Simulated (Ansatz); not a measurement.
Species: CH6BOSi (charge 0, doublet). It need not be the lowest isomer of its formula. 
Coordinates optimised at B3LYP-D3(BJ)/def2-TZVP (Ansatz, a first-principles code):
SMILES: [B]([SiH2]C)O
```xyz
10

C      1.7896     0.6191     0.1180
Si     0.5260    -0.7606    -0.1269
B     -1.4200    -0.2459    -0.0516
O     -1.9601     0.9597     0.1515
H      1.6749     1.3898    -0.6461
H      1.6634     1.0916     1.0937
H      2.8078     0.2282     0.0578
H      0.7209    -1.8091     0.9088
H      0.7366    -1.4047    -1.4500
H     -2.9250     0.9907     0.1504
```
Charge 0, spin multiplicity 2.

Total electronic energies in hartree. Cores are frozen in the correlated levels unless marked. UHF or UKS for open shells. Spin-orbit coupling is left out. No relativistic terms. Basis-set limits of correlation are two-point, X^-3; Hartree-Fock from the larger set. [CCSD(T)-MP2]/basis is that difference in the basis named.

| level | program | energy (Eh) |
|---|---|---|
| HF/STO-3G | Ansatz | -424.69858 |
| HF/6-31G* | Ansatz | -429.80402 |
| HF/cc-pV(Q+d)Z | Ansatz | -429.91488 |
| PBE-D3(BJ)/def2-TZVPD | Ansatz + dftd3 | -430.99473 |
| r2SCANh/def2-TZVPD | Ansatz | -431.20882 |
| HSE06/def2-TZVPD | Ansatz | -431.01782 |
| wB97M-V/def2-TZVPD | Ansatz | -431.23012 |
| B2GP-PLYP-D4/def2-TZVPD | Ansatz + dftd4 | -431.01284 |
| RPA@PBE/cc-pV(Q+d)Z | Ansatz | -431.02254 |
| MP2/cc-pwCVTZ | Ansatz | -430.53005 |
| RI-MP2/CBS(cc-pV(T+d)Z,cc-pV(Q+d)Z) | Ansatz | -430.6093 |
| SCS-MP2/STO-3G | Ansatz | -424.87318 |
| CCSD(T)/cc-pV(D+d)Z | Ansatz | -430.40373 |
| RI-MP2/CBS(cc-pV(T+d)Z,cc-pV(Q+d)Z)+[CCSD(T)-MP2]/cc-pV(T+d)Z | Ansatz | -430.6783 |
| CCSD(T)/CBS(cc-pV(T+d)Z,cc-pV(Q+d)Z) | Ansatz | -430.6710 |

Totals of different functionals don't rank their quality; only differences between species are comparable.
